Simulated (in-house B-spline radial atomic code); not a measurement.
Checks on a self-consistent run for neutral rubidium, [Ar] (3d3/2)4 (3d5/2)5 4s2 4p6 5s1 (7f7/2)1. Level of theory: Dirac-Hartree-Fock, average of the jj configuration, Fermi nucleus of rms radius 4.2036 fm; calculated with a B-spline radial code for spherical atoms.

```tsv
orbital	q	ε (Eh)	<1/r>	<r²>	small-component weight
1s1/2	2	-563.26359	37.8796	0.00218622	0.018063
2s1/2	2	-78.69071	8.53255	0.0370099	0.0036361
2p1/2	2	-71.22150	8.46552	0.0284735	0.0036027
2p3/2	4	-68.93540	8.16111	0.0298376	0.0035131
3s1/2	2	-13.53095	2.86144	0.289958	0.00092147
3p1/2	2	-10.81922	2.74837	0.295481	0.00086787
3p3/2	4	-10.38287	2.67398	0.306972	0.00084241
3d3/2	4	-5.68962	2.44974	0.312129	0.00072675
3d5/2	5	-5.61495	2.43046	0.316434	0.00071948
4s1/2	2	-2.09791	0.952389	2.20287	0.00016328
4p1/2	2	-1.30688	0.837587	2.82409	0.00013108
4p3/2	4	-1.26062	0.818577	2.93772	0.00012652
5s1/2	1	-0.35918	0.303669	18.9131	2.0047e-05
7f7/2	1	-0.01025	0.0206607	5095.02	2.7866e-07
```

Electron-electron repulsion V_ee = 1120.1779 hartree.

(1) What total energy follows from the eigenvalues?

(2) Does the Dirac virial theorem hold?

(3) What diamagnetic shielding (Lamb formula) and susceptibility (Langevin formula) do the radii give?

Answers

(1) The eigenvalues count the repulsion twice, so E = Σqε - V_ee = -1855.380 - 1120.178 = -2975.558 hartree; the run printed -2975.558.

(2) For a point nucleus E = -2c²Σq·w, with w the small-component weight. Here Σq·w = 0.079225 and c = 137.0360, so the ratio E/(-2c²Σq·w) is 1.000018; the finite nucleus accounts for the departure from 1.

(3) σ = (α²/3)Σq<1/r> = 193.445/(3·137.036²) = 3433.7 ppm, and χ = -0.79199×10⁻⁶·Σq<r²> = -4072×10⁻⁶ cm³/mol with Σq<r²> = 5141.2 bohr². Both are non-relativistic formulas without the paramagnetism of open shells.
